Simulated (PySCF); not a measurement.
Question: Write Cartesian coordinates for `C/N=C1\CC[C@@H]1C` as optimised with GFN2-xTB.

Answer: 
```
atom  x, y, z in Å
C1     2.7104   -0.1421   -0.1399
N2     1.4117   -0.7063   -0.3665
C3     0.3744   -0.0151   -0.2770
C4     0.0198    1.4209    0.0590
C5    -1.4654    1.0258   -0.0333
C6    -1.0697   -0.4090   -0.4481
C7    -1.5495   -1.5407    0.4466
H8     3.1789   -0.6920    0.6776
H9     3.3082   -0.3062   -1.0372
H10    2.7002    0.9280    0.0992
H11    0.3469    2.1416   -0.6899
H12    0.3557    1.7579    1.0391
H13   -2.0374    1.5769   -0.7765
H14   -1.9890    1.0686    0.9194
H15   -1.3108   -0.6385   -1.4887
H16   -2.6281   -1.6588    0.3653
H17   -1.2972   -1.3347    1.4843
H18   -1.0677   -2.4700    0.1548
```

Orientation and origin are arbitrary. Atoms count from 1 in this order. The C–C distances run from 1.507 Å (C3–C6, drawn single) to 1.545 Å (C5–C6, drawn single), a spread of 0.038 Å. The C–N distances run from 1.250 Å (N2=C3, drawn double) to 1.434 Å (C1–N2, drawn single), a spread of 0.184 Å. Of the pairs four or more bonds apart, C4···H10 is among the closest relative to their van der Waals radii: 2.73 Å, 94 % of the sum of Bondi's values. The 4-membered ring C3–C4–C5–C6 has internal angles of 88.2° to 92.8° (sum 360°, against 360° for a flat polygon); it is almost planar, 0.02 Å rms from its mean plane, widest ring torsion 3°.

Bonds between heavy atoms (Å): C1–N2 1.434, N2=C3 1.250, C3–C4 1.517, C4–C5 1.540, C5–C6 1.545, C6–C7 1.520, C3–C6 1.507.

Computed geometry: GFN2-xTB, gas phase.

Point group: C1 (no symmetry element, even within 0.4 Å). No GFN2-xTB frequencies stand behind this structure, so it isn't proved a minimum.
